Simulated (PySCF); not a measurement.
W(O)(F)4 cation (F₄OW), SMILES [O]=[W]([F])([F])([F])[F] (connectivity only; charge and spin as stated), charge +1, multiplicity 2. Atoms are numbered in the order given.

```xyz
6

W      0.0000     0.0000    -0.0403
O      0.0000     0.0000     1.7978
F     -1.5673     0.0000    -0.9152
F      1.5673     0.0000    -0.9152
F      0.0000    -1.7842     0.2817
F      0.0000     1.7842     0.2817
```
Charge +1, spin multiplicity 2.

Geometry: PBE0-D3(BJ)/def2-SVP. The multiplicity is an assumed one; no other spin state was optimised. The isomer is the one that the SMILES or the coordinates give; other isomers of the formula were not compared. The def2 effective core potentials stand for the cores of W; spin–orbit coupling is left out.

Computed with PBE/def2-TZVP (PySCF).

The total energy comes out as -541.33570 hartree and the point group comes out as C2v. The α spin, highest occupied and lowest empty level is -16.33 and -11.48 eV and the β spin, highest occupied and lowest empty level is -15.81 and -14.25 eV. The dipole moment about the centre of nuclear charge is 0.57 D, the mean static polarisability is 40.8 bohr³ (6.05 Å³) and the polarisability, principal values comes out as 36.5, 41.8, 44.1 bohr³. The ⟨S²⟩ is 0.757 (pure state 0.75).
